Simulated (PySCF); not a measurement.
Radial density of Tb⁻ (terbium, charge -1)

UHF, [Xe] 4f9 6s2 6p1, one real determinant. All numbers are calculated (PySCF 2.14, the spin-free X2C one-electron Hamiltonian (Gaussian nucleus), in x2c-TZVPPall with one added diffuse shell each of s, p, d, f type (12s8p8d5f2g, 129 functions)).

```json
{"r (bohr)": "0.0256", "4πr²ρ (e/bohr)": "76.75", "4πr²(ρα − ρβ)": "0.0051"}
{"r (bohr)": "0.0431", "4πr²ρ (e/bohr)": "93.03", "4πr²(ρα − ρβ)": "0.0077"}
{"r (bohr)": "0.0725", "4πr²ρ (e/bohr)": "114.1", "4πr²(ρα − ρβ)": "-0.0031"}
{"r (bohr)": "0.122", "4πr²ρ (e/bohr)": "86.31", "4πr²(ρα − ρβ)": "0.0683"}
{"r (bohr)": "0.205", "4πr²ρ (e/bohr)": "99.48", "4πr²(ρα − ρβ)": "0.9102"}
{"r (bohr)": "0.345", "4πr²ρ (e/bohr)": "43.99", "4πr²(ρα − ρβ)": "3.9451"}
{"r (bohr)": "0.580", "4πr²ρ (e/bohr)": "49.51", "4πr²(ρα − ρβ)": "6.2104"}
{"r (bohr)": "0.976", "4πr²ρ (e/bohr)": "16.76", "4πr²(ρα − ρβ)": "3.5222"}
{"r (bohr)": "1.64", "4πr²ρ (e/bohr)": "6.859", "4πr²(ρα − ρβ)": "0.6592"}
{"r (bohr)": "2.76", "4πr²ρ (e/bohr)": "1.082", "4πr²(ρα − ρβ)": "-0.0231"}
{"r (bohr)": "4.65", "4πr²ρ (e/bohr)": "0.5315", "4πr²(ρα − ρβ)": "0.0859"}
{"r (bohr)": "7.81", "4πr²ρ (e/bohr)": "0.2130", "4πr²(ρα − ρβ)": "0.1231"}
{"r (bohr)": "13.1", "4πr²ρ (e/bohr)": "0.04396", "4πr²(ρα − ρβ)": "0.0422"}
{"r (bohr)": "22.1", "4πr²ρ (e/bohr)": "0.0005283", "4πr²(ρα − ρβ)": "0.0005"}
```

Densities and radii are taken from the X2C orbitals without a picture-change correction, which distorts them close to the nucleus.

⟨L²⟩ = 26.28 against 42 for a pure I term, so this real determinant mixes terms. Spin-orbit coupling, absent here, splits the open shell strongly. ⟨S²⟩ = 12.10 against 12.00 shows spin contamination. The configuration of this anion was assumed by filling the next shell in order. It is not the known or likely ground configuration (Ca⁻, Sr⁻ and Ba⁻, for instance, bind a p electron), so these values are not the electron affinity of the element. At UHF the highest occupied level has a positive energy, so only the finite basis holds that electron.

Where is the radial spin density 4πr²(ρα − ρβ) most negative, and why is it negative at all?

Around r = 2.76 bohr, down to -0.0231 e/bohr: exchange with the open shell polarises the paired shells in an unrestricted calculation.
